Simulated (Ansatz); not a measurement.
Ansatz (an electronic-structure program) input (B3LYP-D3(BJ)/def2-TZVP):

Ansatz 0.2 input:
```yaml
crystal:
  periodic: [false, false, false]
  atoms:
    - {symbol: Si, position_ang: [0.01529876, 0.01273124, 0.57681924]}
    - {symbol: F, position_ang: [1.02401244, -0.69021782, -0.46109671]}
    - {symbol: F, position_ang: [-1.04781051, 0.67041367, -0.43617766]}
basis:
  gaussian:
    orbitals: def2-TZVP
hamiltonian:
  xc: b3lyp
  dispersion: d3bj
phonons: {temperatures: {t_min: 298.15, t_max: 298.15, t_step: 100}}
```

Output:

```
Functional definition: B3LYP
integrals: 0.02 GiB planned
573 factors; their error is unknown
mean field: 0.24 GiB planned
mean field evaluation 1: about -13313.7406 eV, gradient 5.0e1 eV
mean field evaluation 2: about -13304.4122 eV, gradient 9.5e1 eV
mean field evaluation 4: about -13317.1268 eV, gradient 8.8e-1 eV
mean field evaluation 8: about -13317.1735 eV, gradient 9.9e-2 eV
mean field evaluation 16: about -13317.1735 eV, gradient 1.6e-5 eV
mean field -13317.17351372 eV, -489.3970999248 hartree, gradient 1.6e-5 eV, S^2 0.000000; 0 other end points of the search recorded, 0 dependent functions left out
the calculation of the forces begins
reference -13317.17367660 eV, -489.3971059105 hartree; 16, 16 occupied and 83, 83 virtual orbitals, 573 factors
these checks for a lower state are left out or cut short: stability, starts, cluster_reference, orbital_swaps, neighbouring_geometries, increment
integrals: 0.02 GiB planned
573 factors; their error is unknown
mean field: 0.24 GiB planned
mean field -13317.17344899 eV, -489.3970975462 hartree, gradient 1.2e-6 eV, S^2 0.000000; 0 other end points of the search recorded, 0 dependent functions left out
the calculation of the forces begins
reference -13317.17361188 eV, -489.3971035323 hartree; 16, 16 occupied and 83, 83 virtual orbitals, 573 factors
these checks for a lower state are left out or cut short: stability, starts, cluster_reference, orbital_swaps, neighbouring_geometries, increment
integrals: 0.02 GiB planned
573 factors; their error is unknown
mean field: 0.24 GiB planned
mean field evaluation 32: about -13317.1734 eV, gradient 1.2e-6 eV
mean field -13317.17344727 eV, -489.3970974826 hartree, gradient 1.2e-6 eV, S^2 0.000000; 0 other end points of the search recorded, 0 dependent functions left out
the calculation of the forces begins
reference -13317.17361013 eV, -489.3971034679 hartree; 16, 16 occupied and 83, 83 virtual orbitals, 573 factors
these checks for a lower state are left out or cut short: stability, starts, cluster_reference, orbital_swaps, neighbouring_geometries, increment
integrals: 0.02 GiB planned
573 factors; their error is unknown
mean field: 0.24 GiB planned
mean field -13317.17346098 eV, -489.3970979866 hartree, gradient 1.2e-6 eV, S^2 0.000000; 0 other end points of the search recorded, 0 dependent functions left out
the calculation of the forces begins
reference -13317.17362386 eV, -489.3971039725 hartree; 16, 16 occupied and 83, 83 virtual orbitals, 573 factors
these checks for a lower state are left out or cut short: stability, starts, cluster_reference, orbital_swaps, neighbouring_geometries, increment
integrals: 0.02 GiB planned
573 factors; their error is unknown
mean field: 0.24 GiB planned
mean field -13317.17344696 eV, -489.3970974716 hartree, gradient 2.2e-6 eV, S^2 0.000000; 0 other end points of the search recorded, 0 dependent functions left out
the calculation of the forces begins
reference -13317.17360984 eV, -489.3971034570 hartree; 16, 16 occupied and 83, 83 virtual orbitals, 573 factors
these checks for a lower state are left out or cut short: stability, starts, cluster_reference, orbital_swaps, neighbouring_geometries, increment
integrals: 0.02 GiB planned
573 factors; their error is unknown
mean field: 0.24 GiB planned
mean field -13317.17349236 eV, -489.3970991399 hartree, gradient 2.0e-6 eV, S^2 0.000000; 0 other end points of the search recorded, 0 dependent functions left out
the calculation of the forces begins
reference -13317.17365523 eV, -489.3971051253 hartree; 16, 16 occupied and 83, 83 virtual orbitals, 573 factors
these checks for a lower state are left out or cut short: stability, starts, cluster_reference, orbital_swaps, neighbouring_geometries, increment
integrals: 0.02 GiB planned
573 factors; their error is unknown
mean field: 0.24 GiB planned
mean field -13317.17349326 eV, -489.3970991728 hartree, gradient 1.8e-6 eV, S^2 0.000000; 0 other end points of the search recorded, 0 dependent functions left out
the calculation of the forces begins
reference -13317.17365614 eV, -489.3971051587 hartree; 16, 16 occupied and 83, 83 virtual orbitals, 573 factors
Total energy: -13317.22694726 eV, -489.3990635713 hartree
Atom 0 at     0.015299     0.012731     0.576819 Å, force     0.000000     0.000000     0.000002 eV/Å
Atom 1 at     1.024012    -0.690218    -0.461097 Å, force    -0.000014     0.000009    -0.000001 eV/Å
Atom 2 at    -1.047811     0.670414    -0.436178 Å, force     0.000014    -0.000009    -0.000001 eV/Å
Dipole moment:     0.006678     0.005557     0.251777 e Å
Vibrations: 334.64 838.26 851.87 cm⁻¹, zero-point energy 0.125520 eV
```
